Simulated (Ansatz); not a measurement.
Complex (SMILES): F (HF) with FCl (F-Cl), atoms 1 to 2 the first; geometry from B3LYP-D3(BJ)/def2-TZVP, monomers rigid:
```xyz
4

F      0.3477     0.0277    -0.4961
H     -0.5669     0.0474    -0.3400
F     -2.4822     0.0933    -0.3591
Cl    -3.1336     0.1260    -1.8747
```

Basis-set convergence of the uncorrected interaction energy at CCSD(T) with Ansatz (a quantum-chemistry and plane-wave program). Cartesian d functions, on some or all atoms, in 6-31G*, 6-31+G*, 6-311G**, 6-311+G**; all else is spherical. Cores are frozen. No added dispersion term, no relativity. Functions are those of the species that has most. Reference: the counterpoise-corrected one, Hartree-Fock in aug-cc-pV(Q+d)Z plus the correlation part extrapolated as X^-3 from aug-cc-pV(T+d)Z and aug-cc-pV(Q+d)Z, -2.37 kcal/mol, itself unsure by roughly 0.05 kcal/mol (a third of the extrapolation step and of the last Hartree-Fock step, counterpoise-corrected). Deviations are taken from unrounded values.

```csv
basis,functions,uncorrected interaction energy (kcal/mol)
6-31G*,51,-4.04
6-31+G*,63,-3.26
def2-SVP,51,-4.05
def2-SVPD,81,-3.91
pcseg-1,51,-3.40
aug-pcseg-1,82,-3.62
cc-pV(D+d)Z,56,-3.97
aug-cc-pV(D+d)Z,87,-2.78
6-311G**,69,-3.77
6-311+G**,81,-3.19
def2-TZVP,105,-2.30
def2-TZVPD,135,-2.42
pcseg-2,108,-2.62
aug-pcseg-2,165,-3.11
cc-pV(T+d)Z,113,-3.01
aug-cc-pV(T+d)Z,170,-2.79
def2-TZVPP,118,-2.60
def2-TZVPPD,148,-2.64
cc-pV(Q+d)Z,204,-2.62
aug-cc-pV(Q+d)Z,295,-2.61
def2-QZVPP,214,-2.49
def2-QZVPPD,244,-2.44
pcseg-3,217,-2.59
aug-pcseg-3,308,-2.86
```

What the diffuse functions change, pair by pair:
- 6-31G* to 6-31+G*: 12 more functions, deviation -1.67 to -0.89 kcal/mol
- def2-SVP to def2-SVPD: 30 more functions, deviation -1.69 to -1.55 kcal/mol
- pcseg-1 to aug-pcseg-1: 31 more functions, deviation -1.03 to -1.26 kcal/mol
- cc-pV(D+d)Z to aug-cc-pV(D+d)Z: 31 more functions, deviation -1.60 to -0.41 kcal/mol
- 6-311G** to 6-311+G**: 12 more functions, deviation -1.41 to -0.83 kcal/mol
- def2-TZVP to def2-TZVPD: 30 more functions, deviation 0.07 to -0.06 kcal/mol
- pcseg-2 to aug-pcseg-2: 57 more functions, deviation -0.26 to -0.75 kcal/mol
- cc-pV(T+d)Z to aug-cc-pV(T+d)Z: 57 more functions, deviation -0.64 to -0.42 kcal/mol
- def2-TZVPP to def2-TZVPPD: 30 more functions, deviation -0.24 to -0.27 kcal/mol
- cc-pV(Q+d)Z to aug-cc-pV(Q+d)Z: 91 more functions, deviation -0.25 to -0.25 kcal/mol
- def2-QZVPP to def2-QZVPPD: 30 more functions, deviation -0.12 to -0.08 kcal/mol
- pcseg-3 to aug-pcseg-3: 91 more functions, deviation -0.23 to -0.50 kcal/mol

Leaving out the reference's own pair, they bring the value nearer the reference by more than 0.05 kcal/mol in 5 of 11 pairs.
